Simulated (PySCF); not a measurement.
Computed IR spectrum (relative IR intensity) of a molecule C3H4BF3. Geometry optimised at PBE-D3(BJ)/def2-SVP. Other conformers were not sampled. All values below come from PBE-D3(BJ)/def2-SVP (PySCF 2.14.0). No scaling factor is applied to the harmonic values.

```json
[
 {"ν (cm⁻¹)": "360", "relative intensity": "2.2"},
 {"ν (cm⁻¹)": "463", "relative intensity": "7.4"},
 {"ν (cm⁻¹)": "593", "relative intensity": "3.8"},
 {"ν (cm⁻¹)": "683", "relative intensity": "29"},
 {"ν (cm⁻¹)": "878", "relative intensity": "5.0"},
 {"ν (cm⁻¹)": "976", "relative intensity": "2.5"},
 {"ν (cm⁻¹)": "1126", "relative intensity": "20"},
 {"ν (cm⁻¹)": "1167", "relative intensity": "88"},
 {"ν (cm⁻¹)": "1279", "relative intensity": "40"},
 {"ν (cm⁻¹)": "1345", "relative intensity": "17"},
 {"ν (cm⁻¹)": "1363", "relative intensity": "86"},
 {"ν (cm⁻¹)": "1400", "relative intensity": "4.2"},
 {"ν (cm⁻¹)": "1408", "relative intensity": "89"},
 {"ν (cm⁻¹)": "1419", "relative intensity": "81"},
 {"ν (cm⁻¹)": "1665", "relative intensity": "100"},
 {"ν (cm⁻¹)": "2967", "relative intensity": "10"},
 {"ν (cm⁻¹)": "3044", "relative intensity": "3.8"},
 {"ν (cm⁻¹)": "3062", "relative intensity": "6.1"},
 {"ν (cm⁻¹)": "3081", "relative intensity": "8.2"}
]
```

Pick the molecule that these values belong to.
A. C/C=C(/F)B(F)F
B. FB(F)[C@@H]1C[C@H]1F
C. C/C(=C/F)B(F)F
D. FB1[C@@H](F)C[C@@H]1F

C, C/C(=C/F)B(F)F
